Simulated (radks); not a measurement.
Question: Coherent X-ray form factor from a spherical all-electron density. All-electron calculation, Dirac Kohn-Sham, PBE, spin-unpolarised, spherical densities, point nucleus. Program: a radial shooting solver on a logarithmic mesh with Libxc functionals.

| sin(theta)/lambda (1/angstrom) | f0 (electrons) |
|---|---|
| 0.05 | 39.589 |
| 0.1 | 38.419 |
| 0.15 | 36.655 |
| 0.2 | 34.519 |
| 0.25 | 32.231 |
| 0.3 | 29.969 |
| 0.4 | 25.950 |
| 0.5 | 22.817 |
| 0.6 | 20.433 |
| 0.8 | 16.883 |
| 1 | 13.944 |
| 1.25 | 10.824 |
| 1.5 | 8.527 |
| 2 | 6.112 |

The species is in the configuration that NIST lists as its ground one. Which atom or ion scatters so?

Answer: The ruthenium ion Ru4+, [Kr] 4d4. Extrapolating in s^2 from the first two rows gives f0(0) = 40.0, near the electron count 40; among species with that count, the fall with angle is slower the higher Z, and the table is that of Z = 44; from so few rows the species is fixed only to a neighbour or two.
